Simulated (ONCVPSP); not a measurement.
## O: one change to an ONCV potential, before and after

```json
{
 "Element": "O",
 "Generator": "ONCVPSP 4.0.1",
 "Type": "optimised norm-conserving Vanderbilt (ONCV)",
 "Functional": "PBE",
 "Relativity": "scalar-relativistic",
 "Frozen core": "[He]",
 "Valence charge": "6",
 "Reference configuration": "2s2 2p4",
 "Partial waves": "2s: rc 0.60 bohr, ncon 4, nbas 7, qcut 9.8 1/bohr, 1 projector; 2p: rc 1.45 bohr, ncon 4, nbas 8, qcut 11.3 1/bohr, 2 projectors, debl 3.1 Ha; d scattering state at 0.2 Ha: rc 1.25 bohr, ncon 4, nbas 7, qcut 8.3 1/bohr, 2 projectors, debl 3.9 Ha",
 "Local potential": "polynomial inside 0.40 bohr (lpopt 5, dvloc0 4 Ha)",
 "Core correction": "Teter function, fcfact 3, rcfact 1.7"
}
```

All-electron outer shells of the reference configuration (PBE, scalar-relativistic, ld1.x):

```tsv
shell	level (eV)	outermost node (bohr)	outermost maximum (bohr)
1s	-514.70	–	0.13
2s	-23.96	0.28	0.87
2p	-9.03	–	0.82
```

Change: s: qcut 14.9.

Cutoffs: the cutoffs (Ha) at which the residual kinetic energy of the hardest occupied pseudo-wave falls to 1 and 0.1 mHa per electron; they do not see the model core or the augmentation charge, which bear on the density cutoff. Errors are all-electron minus pseudo energies relative to the spin-unpolarised reference configuration.

Task: What does the change do?

Result: The potential gets softer (267 Ha and 345 Ha → 103 Ha and 305 Ha); the errors of the 4 common tests hardly move; neither file shows a bound ghost.

```tsv
quantity	base	changed
cutoff, loose	267 Ha	103 Ha
cutoff, tight	345 Ha	305 Ha
loose cutoff by channel	s 267 Ha, p 36 Ha	s 103 Ha, p 36 Ha
bound ghosts	none	none
GHOST(+) flags under 300 eV	d at 269.8 eV	d at 269.8 eV
error for 2s2 2p3, meV [ΔE 16.43 eV]	+15	+15
error for 2s2 2p2, meV [ΔE 50.02 eV]	+126	+128
error for 2s2 2p1, meV [ΔE 103.89 eV]	+512	+520
error for 2s2 2p3.5, meV [ΔE 6.29 eV]	+2.1	+2.2
s: phases at 0.61 bohr within 0.05 rad from the reference energy up to (Ha; the scan ends near 5)	3.0	2.8
p: phases at 1.47 bohr within 0.05 rad from the reference energy up to (Ha; the scan ends near 5)	to the end of the scan	to the end of the scan
d: phases at 1.27 bohr within 0.05 rad from the reference energy up to (Ha; the scan ends near 5)	to the end of the scan	to the end of the scan
rms error of d²Exc/dni dnj with the model core, mHa	1.17	1.18
```
